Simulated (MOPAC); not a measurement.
Job for MOPAC: PM3 on AlFH2 (SMILES [F][AlH2]), a point of a bond scan (R = 1.570 Å).

```
PM3 1SCF PRECISE CHARGE=0 THREADS=1
AlFH2

Al    -0.24669394 1    -0.47884971 1     0.15840895 1
H      0.47073738 1    -1.31219084 1     1.27881201 1
H     -1.58943775 1    -0.85928261 1    -0.56046382 1
F      0.48063574 1     0.93294664 1    -0.30862939 1
```

The log:

```
*******************************************************************************
 **                                                                           **
 **                              MOPAC v23.2.5                                **
 **                                                                           **
 *******************************************************************************
 ** MOPAC's Digital Object Identifier: https://doi.org/10.5281/zenodo.6511958 **
 **                                                                           **
 ** Please cite the open-source release paper for use of this MOPAC version:  **
 ** J. E. Moussa and J. J. P. Stewart (2026)                                  **
 ** MOPAC: An open-source semiempirical molecular orbital program             **
 ** J. Open Source Softw., 11(119), 8025, https://doi.org/10.21105/joss.08025 **
 *******************************************************************************

                              PM3 CALCULATION RESULTS

 *******************************************************************************
 *  PM3        - The PM3 Hamiltonian to be used
 *
 *
 *
 *                 CHARGE ON SYSTEM = 0
 *
 *
 *
 *  PRECISE    - TIGHTER CRITERIA TO BE USED
 *  1SCF       - DO 1 SCF AND THEN STOP
 *  THREADS=1  - MULTI-THREADING NOT USED
 *  T=         - A TIME OF 172800.0 SECONDS REQUESTED
 *  DUMP=N     - RESTART FILE WRITTEN EVERY 7200.0 SECONDS REQUESTED
 *******************************************************************************
PM3 1SCF PRECISE CHARGE=0 THREADS=1
 AlFH2

   ATOM   CHEMICAL          X               Y               Z
  NUMBER   SYMBOL      (ANGSTROMS)     (ANGSTROMS)     (ANGSTROMS)

     1      Al         -0.24669394  *  -0.47884971  *   0.15840895  *
     2       H          0.47073738  *  -1.31219084  *   1.27881201  *
     3       H         -1.58943775  *  -0.85928261  *  -0.56046382  *
     4       F          0.48063574  *   0.93294664  *  -0.30862939  *



          CARTESIAN COORDINATES

    NO.       ATOM           X           Y           Z

     1        Al         -0.2467     -0.4788      0.1584
     2         H          0.4707     -1.3122      1.2788
     3         H         -1.5894     -0.8593     -0.5605
     4         F          0.4806      0.9329     -0.3086

  H: (PM3): J. J. P. STEWART, J. COMP. CHEM. 10, 209 (1989).
  F: (PM3): J. J. P. STEWART, J. COMP. CHEM. 10, 209 (1989).
 Al: (PM3): J. J. P. STEWART, J. COMP. CHEM. 10, 209 (1989).

           Empirical Formula: H2 Al F  =     4 atoms



      MOLECULAR POINT GROUP   :   C2v


      RHF CALCULATION, NO. OF DOUBLY OCCUPIED LEVELS = 6


 -------------------------------------------------------------------------------
 PM3 1SCF PRECISE CHARGE=0 THREADS=1
 AlFH2



     1SCF WAS SPECIFIED, SO BFGS WAS NOT USED
     SCF FIELD WAS ACHIEVED


                              PM3 CALCULATION
                                                       MOPAC v23.2.5 Linux




          FINAL HEAT OF FORMATION =        -34.96861 KCAL/MOL =    -146.30865 KJ/MOL


          COSMO AREA              =         82.21 SQUARE ANGSTROMS
          COSMO VOLUME            =         67.30 CUBIC ANGSTROMS

          IONIZATION POTENTIAL    =         11.218150 EV
          HOMO LUMO ENERGIES (EV) =        -11.218 -2.147
          NO. OF FILLED LEVELS    =          6
          MOLECULAR WEIGHT        =         47.9957         POINT GROUP:  C2v

          MOLECULAR DIMENSIONS (Angstroms)

            Atom       Atom       Distance
            H     3    H     2     2.79864
            F     4    H     2     2.36698
            F     4   Al     1     0.00000


          SCF CALCULATIONS        =          1





   ATOM   CHEMICAL          X               Y               Z
  NUMBER   SYMBOL      (ANGSTROMS)     (ANGSTROMS)     (ANGSTROMS)

     1      Al         -0.24669394  *  -0.47884971  *   0.15840895  *
     2       H          0.47073738  *  -1.31219084  *   1.27881201  *
     3       H         -1.58943775  *  -0.85928261  *  -0.56046382  *
     4       F          0.48063574  *   0.93294664  *  -0.30862939  *

                             CARTESIAN COORDINATES

   1   Al       -0.246693940    -0.478849710     0.158408950
   2    H        0.470737380    -1.312190840     1.278812010
   3    H       -1.589437750    -0.859282610    -0.560463820
   4    F        0.480635740     0.932946640    -0.308629390


           Empirical Formula: H2 Al F  =     4 atoms



      MOLECULAR POINT GROUP   :   C2v


                  EIGENVALUES
 -20.31122 -16.22710 -16.21085 -15.62760 -11.79299 -11.21815  -2.14720   1.12131
   1.19151   2.23875


              NET ATOMIC CHARGES AND DIPOLE CONTRIBUTIONS

  ATOM NO.   TYPE          CHARGE      No. of ELECS.   s-Pop       p-Pop
    1         Al           0.695339        2.3047     0.61260     1.69207
    2          H          -0.205737        1.2057     1.20574
    3          H          -0.205737        1.2057     1.20574
    4          F          -0.283865        7.2839     1.61025     5.67362
 DIPOLE           X         Y         Z       TOTAL
 POINT-CHG.    -0.374    -0.725     0.240     0.851
 HYBRID         0.007     0.014    -0.005     0.016
 SUM           -0.367    -0.711     0.235     0.834


          ATOMIC ORBITAL ELECTRON POPULATIONS

     Atom    s        px        py        pz
    1 Al   0.61260   0.66152   0.51823   0.51232
    2  H   1.20574
    3  H   1.20574
    4  F   1.61025   1.92075   1.83468   1.91819

 **********************
 *                    *
 * JOB ENDED NORMALLY *
 *                    *
 **********************




 == MOPAC DONE ==
```

The run finished.

Cost: around 0.020 core-seconds (rough).
